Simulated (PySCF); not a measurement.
A series of related molecules.

All values: B3LYP/def2-SVPD (PySCF) at GFN2-xTB geometries, gas phase, one conformer each. Core orbitals are frozen in the response; Δα² is half the sum of the squared differences of the principal polarisabilities.

Question: Rank by HOMO–LUMO gap, lowest first.
A. `COc1cn(C)nn1`
B. `CN1C=C(C=O)N=N1`
C. `CN1C=C(Cl)N=N1`
D. `CC1=CN(C)N=N1`
E. `Cn1cc(C(F)(F)F)nn1`

Answer: B (5.44 eV), A (6.04 eV), C (6.47 eV), D (6.71 eV), E (6.89 eV).

Question: Rank by mean static polarisability, lowest first.
A. `c1c(Cl)nnn1C`
B. `n1nn(cc1OC)C`
C. `CC1=CN(C)N=N1`

Answer: C (10.08 Å³), A (10.32 Å³), B (10.90 Å³).

Question: Rank by dipole moment, highest first.
A. `c1(C)nnn(C)c1`
B. `Cn1cc(C(F)(F)F)nn1`
C. `[CH3:1][n:2]1[cH:3][c:4]([CH:5]=[O:6])[n:7][n:8]1` with C3–C4–C5–O6 0°
D. `[CH3:1][O:2][c:3]1[cH:4][n:5]([CH3:6])[n:7][n:8]1` with C1–O2–C3–C4 -179°
E. `CN1C=C(Cl)N=N1`

Answer: B (5.93 D), E (5.13 D), C (4.88 D), A (4.42 D), D (3.04 D).

All values together:

```
            SMILES   formula  μ (D)  HOMO (eV)  LUMO (eV)  α (Å³)  Δα (Å³)  electrons  α per electron (Å³)
      Cn1cc(Cl)nn1  C3H4ClN3   5.13      -7.21      -0.74   10.32     6.41         60                0.172
Cn1cc(C(F)(F)F)nn1  C4H4F3N3   5.93      -7.94      -1.05   10.29     5.09         76                0.135
       Cc1cn(C)nn1    C4H7N3   4.42      -6.99      -0.28   10.08     5.35         52                0.194
      COc1cn(C)nn1   C4H7N3O   3.04      -6.40      -0.36   10.90     6.43         60                0.182
     Cn1cc(C=O)nn1   C4H5N3O   4.88      -7.43      -1.99   10.69     7.24         58                0.184
```

Conformers: `[CH3:1][O:2][c:3]1[cH:4][n:5]([CH3:6])[n:7][n:8]1` with C1–O2–C3–C4 -179°; `[CH3:1][n:2]1[cH:3][c:4]([CH:5]=[O:6])[n:7][n:8]1` with C3–C4–C5–O6 0°.
